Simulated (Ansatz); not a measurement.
Program: Ansatz. Geometries: PBE0-D4/def2-TZVP. ΔE: electronic, gas phase. CCSD(T)/CBS adds triple-zeta CCSD(T) − MP2 to the extrapolated MP2 energy (def2 sets, frozen cores). This one scheme is used for every species. DFT in def2-TZVPP. One conformer a species, not always the lowest.

Reaction (cleavage of the Si–Al bond): `[NH2][AlH][SiH2]O` + `OCO` → `OCO[SiH2]O` + `[NH2][AlH2]`

```csv
level,ΔE (kcal/mol)
r2SCAN-D4,-28.4
MP2/def2-QZVPP,-31.6
SCS-MP2/def2-QZVPP,-31.7
CCSD/CBS(def2),-29.5
```

(1) What does CCSD(T)/CBS give? (Estimate.)

Largest T1 diagnostic among the species: 0.012.

Answers

(1) Computed: -29.1 kcal/mol. The listed levels differ from it by 0.7, -2.5, -2.6, -0.4 kcal/mol.

From PBE to PBE0 (25 % exact exchange), in def2-TZVPP and without D4, ΔE moves by −2.0 kcal/mol. The D4 term adds −0.9 kcal/mol with B3LYP and −0.4 kcal/mol with PBE0; it sums over pairs of atoms, weighted by their polarisabilities, and B3LYP, whose exchange is more repulsive, gets the larger term.

B3LYP here is the variant with VWN-RPA as its local correlation; programs differ in this.
